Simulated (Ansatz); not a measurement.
Relaxation of C₂H₉BFNSi (15 atoms, charge 0, multiplicity 1), to a largest force component of 0.015 eV/Å in at most 40 steps.

These are results of RHF/6-31G* (Ansatz 0.2.0), not measurements.

```xyz
15
Properties=species:S:1:pos:R:3
B 1.030 -1.443 -1.321
C 0.261 -0.703 -0.077
N 1.224 -0.331 0.926
F -0.545 -1.608 0.462
C -0.515 0.538 -0.553
Si -1.470 1.374 0.867
H 1.637 -2.384 -1.173
H 0.932 -0.919 -2.424
H 1.741 -1.180 1.323
H 1.987 0.291 0.539
H -1.265 0.264 -1.296
H 0.196 1.308 -0.948
H -1.199 0.645 2.159
H -0.997 2.784 1.034
H -2.900 1.397 0.553
```

**Question.** Where does it end, and by what steps?

**Answer.** It converged. After 15 steps the energy has fallen by 0.649 eV; H14 moved furthest, 0.79 Å.

```csv
step,energy less start (eV),largest force component (eV/Å),accepted
0,0.0000,3.373,yes
1,-0.4435,1.226,yes
2,-0.5115,0.464,yes
3,-0.5361,0.265,yes
4,-0.5736,0.205,yes
5,-0.5798,0.377,yes
6,-0.6121,0.140,yes
7,-0.6208,0.286,yes
8,-0.6341,0.226,yes
9,-0.6447,0.164,yes
10,-0.6455,0.172,yes
11,-0.6460,0.173,yes
12,-0.6460,0.113,yes
13,-0.6487,0.057,yes
14,-0.6491,0.023,yes
15,-0.6493,0.014,yes
```

```xyz
15
Properties=species:S:1:pos:R:3
B 1.100 -1.425 -1.291
C 0.279 -0.718 -0.137
N 1.293 -0.190 0.768
F -0.421 -1.652 0.599
C -0.694 0.387 -0.527
Si -1.436 1.353 0.941
H 1.409 -2.566 -1.184
H 1.522 -0.770 -2.189
H 1.916 -0.901 1.101
H 1.819 0.564 0.371
H -1.501 -0.057 -1.104
H -0.199 1.090 -1.193
H -1.874 0.476 2.037
H -0.482 2.356 1.455
H -2.615 2.088 0.427
```

Whether the end is a true minimum wasn't checked by a vibrational analysis.

Time of the run: 36 s on 2 threads of Arm Neoverse V2 (shared host), peak memory 0.25 GiB.
